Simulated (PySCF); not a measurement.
Compound: C3H8AlNO.
Structure used (PBE0-D3(BJ)/def2-SVP), in Å, numbered top down from 1:
```xyz
14
C3H8AlNO angstrom
O     -1.173   -1.345   -0.268
C     -1.709   -0.089   -0.472
C     -1.372    0.882    0.693
C      0.068    0.900    0.801
N      1.204    0.719    0.705
Al     2.646   -0.438   -0.165
H     -0.248   -1.376   -0.577
H     -1.378    0.376   -1.420
H     -2.807   -0.172   -0.514
H     -1.794    0.505    1.638
H     -1.760    1.897    0.514
H      3.477    0.598   -1.049
H      1.517   -1.297   -0.971
H      3.324   -1.171    1.079
```

Computed with PBE0-D3(BJ)/def2-SVP geometry optimisation, gas phase in PySCF.

Masses are those of the commonest isotopes; rigid-rotor values at the optimised geometry. The values belong to one conformer with, in the numbering `[OH:1][CH2:2][CH2:3][C:4]#[N+:5][AlH3-:6]`, H–O1–C2–C3 -85°, O1–C2–C3–C4 57°.

Q: What are A, B and C (MHz)?

A: Ia = 101.50, Ib = 333.10, Ic = 408.91 u·Å²; 505379 MHz·u·Å²/I gives A = 4979, B = 1517, C = 1236 MHz.

Q: Classify the top.

A: An asymmetric top. Ray's parameter κ = (2B − A − C)/(A − C) = -0.850; −1 is the prolate and +1 the oblate limit.

Q: Is it planar, by Δ = Ic − Ia − Ib?

A: Not planar: Δ = Ic − Ia − Ib = -25.69 u·Å². For a rigid frame Δ = −2 Σ m c², so Σ m c² = 12.85 u·Å² lies off the ab plane: 7.88 from hydrogen and 4.97 from heavier atoms. The atom farthest from that plane is 1.51 Å away.

Q: List the rotational levels J(Ka,Kc) to J = 5 (K).

A: Above 0(0,0), as E/k:
J = 1: 1(0,1) 0.132, 1(1,1) 0.298, 1(1,0) 0.312
J = 2: 2(0,2) 0.396, 2(1,2) 0.549, 2(1,1) 0.590, 2(2,1) 1.088, 2(2,0) 1.089
J = 3: 3(0,3) 0.789, 3(1,3) 0.925, 3(1,2) 1.006, 3(2,2) 1.484, 3(2,1) 1.488, 3(3,1) 2.349, 3(3,0) 2.349
J = 4: 4(0,4) 1.310, 4(1,4) 1.425, 4(1,3) 1.559, 4(2,3) 2.012, 4(2,2) 2.024, 4(3,2) 2.879, 4(3,1) 2.879, 4(4,1) 4.088, 4(4,0) 4.088
J = 5: 5(0,5) 1.955, 5(1,5) 2.048, 5(1,4) 2.250, 5(2,4) 2.671, 5(2,3) 2.698, 5(3,3) 3.542, 5(3,2) 3.543, 5(4,2) 4.751, 5(4,1) 4.751, 5(5,1) 6.305, 5(5,0) 6.305
The levels of one J sum to (2J + 1)J(J + 1)(A + B + C)/3.

Q: Which types of transition are allowed, and where do some lines up to J = 4 fall?

A: The dipole components are |μa| = 5.68 D, |μb| = 2.99 D, |μc| = 0.85 D. Intensities carry the squares of the components, which stand as 1.00 : 0.28 : 0.02 (a : b : c). Some of the stronger lines:

```
type  branch         J(Ka,Kc)    MHz  lower level (cm⁻¹)
   a       Q  3(1,2) ← 3(1,3)   1687               0.643
   a       R  1(0,1) ← 0(0,0)   2753               0.000
   b       Q  3(1,2) ← 3(0,3)   4518               0.548
   a       R  2(0,2) ← 1(0,1)   5490               0.092
   a       R  3(0,3) ← 2(0,2)   8194               0.275
   a       R  3(2,2) ← 2(2,1)   8259               0.756
   a       R  3(2,1) ← 2(2,0)   8325               0.757
   b       Q  3(2,1) ← 3(1,2)  10056               0.699
   a       R  4(1,4) ← 3(1,3)  10419               0.643
   a       R  4(2,3) ← 3(2,2)  11000               1.032
   b       R  3(1,3) ← 2(0,2)  11024               0.275
   a       R  4(3,2) ← 3(3,1)  11044               1.633
   b       Q  2(2,1) ← 2(1,2)  11229               0.382
   b       Q  4(2,3) ← 4(1,4)  12242               0.990
   b       R  4(1,4) ← 3(0,3)  13249               0.548
   b       R  2(2,1) ← 1(1,0)  16173               0.217
   b       R  3(2,2) ← 2(1,1)  18645               0.410
   b       R  4(2,3) ← 3(1,2)  20974               0.699
   b       Q  4(4,0) ← 4(3,1)  25184               2.001
   b       R  3(3,1) ← 2(2,0)  26265               0.757
   b       R  3(3,0) ← 2(2,1)  26282               0.756
   b       R  4(4,0) ← 3(3,1)  36232               1.633
```

Q: Estimate the classical rotational partition function at 50 K, 298.15 K and 500 K.

A: Point group C1, symmetry number σ = 1; q = (√π/σ)·√((kT/h)³/(ABC)), k/h = 20836.6 MHz/K: 19500 at 50 K, 284000 at 298.15 K, 617000 at 500 K.

PBE0-D3(BJ)/def2-SVP frequencies: not computed here. Constants of a rigid frame at the computed geometry: no zero-point averaging, no centrifugal distortion. A rigid rotor knows nothing of internal rotation, which can split or shift real lines. Quadrupole hyperfine structure (14N, 27Al) is left out.
